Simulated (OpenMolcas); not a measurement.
Ni6+, Pd6+, Pt6+: d4 down the group

```json
{
  "Program": "OpenMolcas 26.06",
  "Method": "SS-CASPT2, IPEA 0.25 Eh, imaginary shift 0.1 Eh",
  "Basis": "ANO-R2",
  "Scalar Hamiltonian": "X2C, finite nucleus",
  "Spin-orbit coupling": "RASSI with atomic mean-field integrals over the reference wave functions, term energies averaged over their components"
}
```

Active space for each ion: 4 electrons in 10 orbitals (d d); closed shells correlated by CASPT2: Ni6+ 3s 3p; Pd6+ 4s 4p; Pt6+ 5s 5p.

Computed levels in cm-1 above 5D0:

| Level | Ni6+ | Pd6+ | Pt6+ |
| --- | --- | --- | --- |
| 5D1 | 287 | 959 | 7610 |
| 5D2 | 831 | 2410 | 13490 |
| 5D3 | 1592 | 4100 | 17590 |
| 5D4 | 2530 | 5920 | 19550 |
| 3H4 | 32660 | 21990 | 29080 |
| 3P1(1) | 32830 | 24090 | 35970 |
| 3H5 | 33330 | 24240 | 36060 |
| 3H6 | 34040 | 25880 | 39200 |
| 3F2(1) | 35360 | 25800 | 34180 |
| weight of 5D in the lowest level (%) | 99 | 94 | 56 |

Mixed levels, with the weight of the term that names them: Pd6+ 3H4 (72 %), Pt6+ 5D0 (56 %), Pt6+ 5D4 (52 %), Pt6+ 3H4 (52 %), Pt6+ 3P1(1) (70 %), Pt6+ 3H5 (74 %), Pt6+ 3H6 (69 %), Pt6+ 3F2(1) (59 %).

Measured, with the error of the calculation in %. Measured levels: Ni6+ from Corliss and Sugar, J. Phys. Chem. Ref. Data 10, 197 (1981).

| Level | Ni6+ |
| --- | --- |
| 5D1 | 279 (+2.8) |
| 5D2 | 804 (+3.3) |
| 5D3 | 1520 (+4.8) |
| 5D4 | 2392 (+5.9) |
| 3H4 | 31672 (+3.1) |
| 3P1(1) | 31836 (+3.1) |
| 3H5 | 32286 (+3.2) |
| 3H6 | 32877 (+3.5) |
| 3F2(1) | 34247 (+3.2) |

The fine-structure level 5D4 changes by a factor of 7.73 from Ni6+ to Pt6+.

Without spin-orbit coupling 3H lies 31970, 20920, 18960 cm-1 above 5D in that order; the difference to the level 3H4, of either sign, comes from spin-orbit coupling, which also lowers the zero.

CASPT2 does not keep the components of a term degenerate, so their means are used; among the terms shown or strongly mixed into the levels shown the widest spread is 140 cm-1 (5d4 1I, Pt6+). Active for correlation alone: 4d; no level in the range computed is led by a configuration that fills it, so any true level of that kind is missing (holds for Ni6+). Active for correlation alone: 5d; no level in the range computed is led by a configuration that fills it, so any true level of that kind is missing (holds for Pd6+). Active for correlation alone: 6d; no level in the range computed is led by a configuration that fills it, so any true level of that kind is missing (holds for Pt6+). Computed and measured levels are paired by configuration, term and J; levels that our copy of the source lacks, or whose pairing is in doubt (as where it misses far off the trend of its configuration), stay unpaired and out of the deviations. Only configurations of the active space appear.

A number in round brackets counts repeated terms of one configuration in the order of the reference energies.
